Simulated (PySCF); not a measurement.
A series of related molecules.

All values: B3LYP/def2-SVPD (PySCF) at PBE0-D3(BJ)/def2-SVP geometries, gas phase, one conformer each. Core orbitals are frozen in the response; Δα² is half the sum of the squared differences of the principal polarisabilities. Atoms past krypton carry effective core potentials.

Question: Rank by polarisability anisotropy Δα, lowest first.
A. W(NH)2Cl2, `[NH]=[W](=[NH])([Cl])[Cl]`
B. W(NH)2F2, `[NH]=[W](=[NH])([F])[F]`
C. W(NH)2(OH)2, `[NH]=[W](=[NH])([OH])[OH]`
D. W(NH)2(NH2)2, `[NH]=[W](=[NH])([NH2])[NH2]`

Answer: D (0.99 Å³), A (1.34 Å³), C (1.88 Å³), B (2.63 Å³).

Question: Rank by dipole moment, lowest first.
A. W(NH)2(NH2)2 (`[NH]=[W](=[NH])([NH2])[NH2]`)
B. W(NH)2Cl2 (`[NH]=[W](=[NH])([Cl])[Cl]`)
C. W(NH)2F2 (`[NH]=[W](=[NH])([F])[F]`)
D. W(NH)2(OH)2 (`[NH]=[W](=[NH])([OH])[OH]`)

Answer: A (0.59 D), D (1.02 D), C (2.41 D), B (2.79 D).

Question: Rank by HOMO energy, highest first.
A. W(NH)2(OH)2, `[NH]=[W](=[NH])([OH])[OH]`
B. W(NH)2(NH2)2, `[NH]=[W](=[NH])([NH2])[NH2]`
C. W(NH)2Cl2, `[NH]=[W](=[NH])([Cl])[Cl]`

Answer: B (-6.54 eV), A (-7.40 eV), C (-8.11 eV).

All values together:

```
                     SMILES                    change   formula  μ (D)  HOMO (eV)  LUMO (eV)  α (Å³)  Δα (Å³)  electrons  α per electron (Å³)  ΔSCF removal energy (eV)
  [NH]=[W](=[NH])([Cl])[Cl]                    parent  Cl2H2N2W   2.79      -8.11      -2.69   12.57     1.34        124                0.101                         –
[NH]=[W](=[NH])([NH2])[NH2]  ligand (both): Cl to NH2     H6N4W   0.59      -6.54      -0.63   11.50     0.99        108                0.107                      8.55
    [NH]=[W](=[NH])([F])[F]    ligand (both): Cl to F   F2H2N2W   2.41      -8.10      -1.98    8.07     2.63        108                0.075                     10.41
  [NH]=[W](=[NH])([OH])[OH]   ligand (both): Cl to OH   H4N2O2W   1.02      -7.40      -1.12    9.75     1.88        108                0.090                      9.56
```

Conformers: `[NH]=[W](=[NH])([Cl])[Cl]` (singlet state); `[NH]=[W](=[NH])([NH2])[NH2]` (singlet state); `[NH]=[W](=[NH])([F])[F]` (singlet state); `[NH]=[W](=[NH])([OH])[OH]` (singlet state).

A dash marks a removal energy that wasn't run or isn't settled.

Give the shifts from the parent, `[NH]=[W](=[NH])([Cl])[Cl]`.

```csv
SMILES,change in μ (D),change in HOMO (eV),change in LUMO (eV),change in mean α (Å³)
[NH]=[W](=[NH])([NH2])[NH2],-2.20,+1.57,+2.06,-1.07
[NH]=[W](=[NH])([F])[F],-0.38,+0.01,+0.71,-4.50
[NH]=[W](=[NH])([OH])[OH],-1.77,+0.71,+1.57,-2.82
```
